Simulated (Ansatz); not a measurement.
**Ligand exchange: CClF3 + SiH2(SiH3)Cl → SiH3(CF3) + SiH2Cl2**

Species: CClF3 `FC(F)(F)Cl`, singlet; SiH2(SiH3)Cl, singlet; SiH3(CF3), singlet; SiH2Cl2 `Cl[SiH2]Cl`, singlet. The partners trade Cl for SiH3: C–Cl and Si–SiH3 bonds give way to C–SiH3 and Si–Cl.

Shapes, held fixed at every level: PBE0-D4/def2-TZVP. Programs: Ansatz 0.2.0. The zero-point and thermal change to 298 K, harmonic and unscaled (PBE0-D4/def2-TZVP), is +2.0 kJ/mol.

```tsv
level	kind	ΔH(298 K) (kJ/mol)	less CCSD(T)/CBS estimate
r2SCAN-D4/def2-TZVPP	meta-GGA	-128.7	+10.8
BHLYP-D4/def2-TZVPP	global hybrid	-141.5	-2.0
B2PLYP/def2-TZVPP	double hybrid	-140.2	-0.7
MP2/def2-SVP	perturbation theory	-124.7	+14.8
MP2/def2-TZVPP	perturbation theory	-142.7	-3.2
CCSD/def2-SVP	coupled cluster or CI	-122.2	+17.3
CCSD/def2-TZVPP	coupled cluster or CI	-136.6	+2.9
CCSD(T)/CBS estimate	coupled cluster or CI	-139.5	0.0
```

The highest level, CCSD(T)/CBS estimate, gives ΔH(298 K) = -139.5 kJ/mol; the levels span -142.7 to -122.2. The column of differences is taken from that level and isn't an error. No measured value is set beside it here. The CBS estimate extrapolates MP2 from def2-TZVPP and def2-QZVPP and adds CCSD(T) − MP2 in the triple-zeta set, cores frozen.
